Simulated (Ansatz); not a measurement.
The same path of BF2HO + ClH (7 atoms, charge 0, multiplicity 1) was run twice with different band settings. Lost on the way: H5–Cl6. Made: B1–Cl6, O2–H5.

Level of theory: RKS B3LYP-D4/6-31G* (Ansatz 0.2.0).

Relaxed end points:

```xyz
7
Properties=species:S:1:pos:R:3
B -0.488 0.938 -0.584
O 0.232 -0.200 -0.381
F -0.604 1.472 -1.794
F -1.079 1.512 0.445
H 0.525 -1.204 1.242
Cl 0.788 -1.966 2.263
H 0.627 -0.551 -1.192
```

```xyz
7
Properties=species:S:1:pos:R:3
B -0.614 0.368 0.182
O 1.032 -0.063 -0.295
F -1.235 0.245 -1.012
F -0.475 1.599 0.680
H 1.319 -0.820 0.249
Cl -0.995 -0.950 1.410
H 0.969 -0.379 -1.215
```

Common settings: spring 5.0 eV/Å²; optimiser quadratic models (default); start path through a guess of the saddle point; force threshold 0.03 eV/Å; iteration limit 60; end points relaxed.

| run | movable images | climbing image |
| --- | --- | --- |
| 1 | 5 | yes |
| 2 | 4 | no |

Q: What does each run give, and how far can it be trusted?

A: Run 1: converged after 19 iterations, highest image 1.105 eV above the first end. A vibrational analysis at the climbing image gives one clearly imaginary mode, 1043i cm⁻¹: a first-order saddle point.
Run 2: converged after 13 iterations, highest image 1.031 eV above the first end. No image climbed, so the highest image needn't sit at the top of the path.
The orbitals stay closed-shell, which can raise the energy where a bond breaks towards radicals; this wasn't checked here.
